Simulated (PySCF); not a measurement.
Magnesium: a sound run and one with changed settings

Sound run: Mg+ [Ne] 3s1, Mg(2+) [Ne]. Computed with PySCF 2.14 in x2c-SVPall (4s3p1d, 18 functions), with scalar relativity by spin-free X2C-1e. The sound run starts from symmetry-adapted Hartree-Fock orbitals and uses a fine grid where one is needed.

Changed run: initial guess atom, at most 50 SCF cycles.

```
species  method  sound run (hartree)  changed run (hartree)  converged
    Mg+     UHF           -199.59438             -199.59438        yes
    Mg+  M06-2X           -200.00918             -200.00918        yes
    Mg+  r2SCAN           -199.99550             -199.99550        yes
 Mg(2+)     UHF           -199.05673             -199.05673        yes
 Mg(2+)  M06-2X           -199.45544             -199.45544        yes
 Mg(2+)  r2SCAN           -199.44721             -199.44721        yes
```

Here the plain start reaches the same solutions.
